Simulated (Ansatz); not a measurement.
Start from `[OH][Ti]([SH])([Cl])[Cl]` and change one atom or group to get `[SH][Ti]([SH])([Cl])[Cl]`.

Ansatz, PBE0-D4/def2-TZVP geometries, multiplicity 1. Each molecule was computed in one conformer, which needn't be the lowest.

Scalar relativity is left out up to krypton.

```
                                                                                  property  `[OH][Ti]([SH])([Cl])[Cl]`
ideal-gas entropy at 298 K and 1 bar (rigid rotor, harmonic PBE0-D4/def2-TZVP) / J/(mol·K)                         393
                                                     LUMO energy (ωB97M-V/def2-TZVPP) / eV                       -0.75
                                          size of the dipole moment (B3LYP/def2-TZVPP) / D                        1.90
                                                         LUMO energy (PBE/def2-TZVPP) / eV                       -3.81
                                                         HOMO energy (PBE/def2-TZVPP) / eV                       -6.76
                                                       HOMO–LUMO gap (PBE/def2-TZVPP) / eV                        2.96
```

Q: Give the same properties after the change, and the shifts. (Best estimate.)

A: Ansatz gave: 
| property | `[SH][Ti]([SH])([Cl])[Cl]` | shift |
| --- | --- | --- |
| ideal-gas entropy at 298 K and 1 bar (rigid rotor, harmonic PBE0-D4/def2-TZVP) / J/(mol·K) | 403 | 10 |
| LUMO energy (ωB97M-V/def2-TZVPP) / eV | -1.22 | -0.47 |
| size of the dipole moment (B3LYP/def2-TZVPP) / D | 0.86 | -1.04 |
| LUMO energy (PBE/def2-TZVPP) / eV | -4.24 | -0.43 |
| HOMO energy (PBE/def2-TZVPP) / eV | -6.91 | -0.15 |
| HOMO–LUMO gap (PBE/def2-TZVPP) / eV | 2.67 | -0.29 |

With PBE0 the HOMO falls by 0.15 eV and the LUMO falls by 0.45 eV, so the gap narrows by about 0.30 eV. PBE moves the HOMO by -0.15 eV and ωB97M-V by -0.17 eV. Dipoles are sizes alone; their direction can turn.

B3LYP here is the variant with VWN-RPA as its local correlation; programs differ in this.
